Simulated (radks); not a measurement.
Species: the krypton ion Kr2.25+. Configuration: [Ar] 3d10 4p(up 2.5, down 2.5) 4s(up 0.5, down 0.25) (fractional occupations, a model configuration). Calculated with a radial shooting solver on a logarithmic mesh with Libxc functionals: scalar-relativistic Kohn-Sham, r2SCAN, spin-polarised, spherical densities, finite nucleus; meta-GGA in the generalised Kohn-Sham scheme; Fermi nuclear charge, rms radius 4.1884 fm.

X-ray form factor f0, the Fourier transform of the density (f0(0) = 33.75):

sin(theta)/lambda (1/angstrom)  f0 (electrons)
0.05                                    33.296
0.1                                     32.043
0.15                                    30.264
0.2                                     28.271
0.25                                    26.308
0.3                                     24.504
0.4                                     21.446
0.5                                     18.889
0.6                                     16.590
0.8                                     12.632
1                                        9.747
1.25                                     7.564
1.5                                      6.380
2                                        5.061
